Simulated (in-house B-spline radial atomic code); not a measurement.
## B3LYP (VWN-RPA) excitations of Mn⁷⁺

Method: B3LYP (VWN-RPA). Computed with an all-electron radial atomic-structure program (B-spline basis): linear response of the closed shell [Ne] 3s2 3p6 with the functional's adiabatic kernel; scalar-relativistic (spin-free one-electron X2C), finite nucleus, no spin-orbit coupling, no double excitations, S, P, D and F terms only. Only terms of natural parity with L up to 3 were computed.

Command:
```bash
python run_td.py task.json out
```
Settings (radii: box in bohr, nucleus in fm):
```
Z                        25
electrons                18
configuration            [Ne] 3s2 3p6
hamiltonian              x2c
method                   b3lyp
box_radius               12.81
rms_radius               3.7057
intervals                70
```

Time taken, with all properties: 1 s on 1 thread of Arm Neoverse N1, on a shared host.

The lowest states, in the order of their Tamm-Dancoff energies; the method's threshold (minus the highest occupied level) is 185.82 eV. Labels give the largest channel, * marks a mixed state, and oscillator strengths are full-response dipole values. Semilocal kernels can invert the small singlet-triplet splittings of Rydberg terms. Energies in eV:

| state | full response | Tamm-Dancoff | oscillator strength |
| --- | --- | --- | --- |
| 3p → 3d 3P | 46.77 | 46.93 | - |
| 3p → 3d 3F | 47.48 | 47.72 | - |
| 3p → 3d 1F | 51.75 | 51.75 | - |
| 3p → 3d 1P | 66.59 | 69.48 | 3.16 |
| 3s → 3d 3D | 82.78 | 82.85 | - |
| 3s → 3d 1D | ? | ? | - |
| 3p → 4s 3P | 96.73 | 96.74 | - |
| 3p → 4s 1P | 97.93 | 97.98 | 0.292 |
| 3p → 4p 3S | 106.09 | 106.12 | - |
| 3p → 4p 3D | 107.05 | 107.07 | - |
| 3p → 4p 1D | 107.97 | 107.98 | - |
| 3p → 4p 1S | 112.54 | 112.85 | - |
| 3p → 4d 3P | 122.54 | 122.55 | - |
| 3p → 4d 3F | 122.75 | 122.76 | - |
| 3p → 4d 1F | 123.36 | 123.37 | - |
| 3p → 4d 1P | 124.30 | 124.39 | 0.348 |
| 3s → 4s 3S | 131.17 | 131.18 | - |
| 3s → 4s 1S | 133.24 | 133.34 | - |
| 3p → 4f 3D | 134.44 | 134.45 | - |
| 3p → 4f 1D | 136.00 | 136.03 | - |
| 3p → 5s 3P | ? | ? | - |
| 3p → 5s 1P | 138.71 | 138.72 | 0.0648 |

Task: Where does 3p → 5s 3P lie?

Result: At 138.32 eV in full response, 138.33 eV in Tamm-Dancoff.

Task: Where does 3s → 3d 1D lie?

Result: At 88.07 eV in full response, 88.20 eV in Tamm-Dancoff.

Task: How large is the singlet-triplet splitting of 3p → 3d (F terms) in Tamm-Dancoff?

Result: 4.03 eV, from the unrounded values.

Task: What polarisabilities and dispersion coefficient does the method give?

Result: Dipole 0.6266 bohr³, quadrupole 0.4583 bohr⁵, C6 0.8301 hartree·bohr⁶ for two such species.
